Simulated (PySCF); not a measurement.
Polarisability and C₆ of Mg²⁺ (magnesium, charge +2)

[Ne], closed-shell 1S. Computed with PySCF 2.14 in aug-cc-pV5Z, with no relativity, point nucleus. Coupled (time-dependent) response in atomic units; α is the mean over directions.

```csv
method,mean α (bohr³),C₆ (like pair),S(−4)
UHF,0.4340,0.4598,0.04957
PBE,0.4755,0.5182,0.06346
PBE0,0.4628,0.5003,0.05883
revPBE,0.4758,0.5188,0.06366
M06-2X,0.4566,0.4893,0.05703
```

S(−4) is the Cauchy moment in α(ω) = α(0) + S(−4) ω² + …

α(iu) at UHF:

| u (hartree) | α(iu) (bohr³) |
| --- | --- |
| 0 | 0.4340 |
| 0.0500 | 0.4338 |
| 0.100 | 0.4335 |
| 0.200 | 0.4320 |
| 0.300 | 0.4296 |
| 0.500 | 0.4220 |
| 0.750 | 0.4082 |
| 1.00 | 0.3908 |
| 1.50 | 0.3498 |
| 2.00 | 0.3071 |
| 3.00 | 0.2320 |
| 5.00 | 0.1356 |

A single London oscillator, α(iu) = α/(1 + u²/ω²), gives C₆ = (3/4) ω α². Matching the computed C₆ needs ω = 4 × 0.4598 / (3 × 0.4340²) = 3.25 hartree.

For an ion, C₆ is the dispersion term alone; charge-induced terms of lower order in 1/R come first.
